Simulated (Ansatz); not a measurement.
Relaxation of CH6O2Si (10 atoms, charge 0, multiplicity 1), to a largest force component of 0.02 eV/Å in at most 40 steps.

Computed with Ansatz, RKS PBE0/STO-3G.

```xyz
10
Properties=species:S:1:pos:R:3
Si 0.000 0.000 0.000
C 0.000 0.000 1.870
H -1.000 -0.309 2.240
H 0.768 -0.711 2.240
H 0.232 1.020 2.240
H 1.377 0.000 -0.486
O -0.791 1.371 -0.559
H -1.749 1.140 -0.782
O -0.791 -1.371 -0.559
H -1.246 -1.837 0.213
```

Q: Where does it end, and by what steps?

A: The forces met the threshold. Limits of this set-up: minimal basis. After 8 steps the energy has fallen by 0.173 eV; H8 moved furthest, 0.50 Å.

```json
{"step": "0", "energy less start (eV)": "0.0000", "largest force component (eV/Å)": "0.991", "accepted": "yes"}
{"step": "1", "energy less start (eV)": "-0.0958", "largest force component (eV/Å)": "0.548", "accepted": "yes"}
{"step": "2", "energy less start (eV)": "-0.1198", "largest force component (eV/Å)": "0.166", "accepted": "yes"}
{"step": "3", "energy less start (eV)": "-0.1264", "largest force component (eV/Å)": "0.829", "accepted": "yes"}
{"step": "4", "energy less start (eV)": "-0.1408", "largest force component (eV/Å)": "0.983", "accepted": "yes"}
{"step": "5", "energy less start (eV)": "-0.1700", "largest force component (eV/Å)": "0.145", "accepted": "yes"}
{"step": "6", "energy less start (eV)": "-0.1690", "largest force component (eV/Å)": "0.171", "accepted": "no"}
{"step": "7", "energy less start (eV)": "-0.1729", "largest force component (eV/Å)": "0.029", "accepted": "yes"}
{"step": "8", "energy less start (eV)": "-0.1734", "largest force component (eV/Å)": "0.006", "accepted": "yes"}
```

```xyz
10
Properties=species:S:1:pos:R:3
Si 0.032 -0.064 -0.019
C -0.025 0.042 1.854
H -1.036 -0.093 2.249
H 0.610 -0.727 2.305
H 0.339 1.014 2.200
H 1.377 0.076 -0.520
O -0.851 1.211 -0.730
H -1.762 1.179 -0.280
O -0.500 -1.592 -0.559
H -1.385 -1.742 -0.083
```

Whether the end is a true minimum wasn't checked by a vibrational analysis.

The run took 15 s on 1 thread of Arm Neoverse V2 (shared host), peak memory 0.12 GiB.
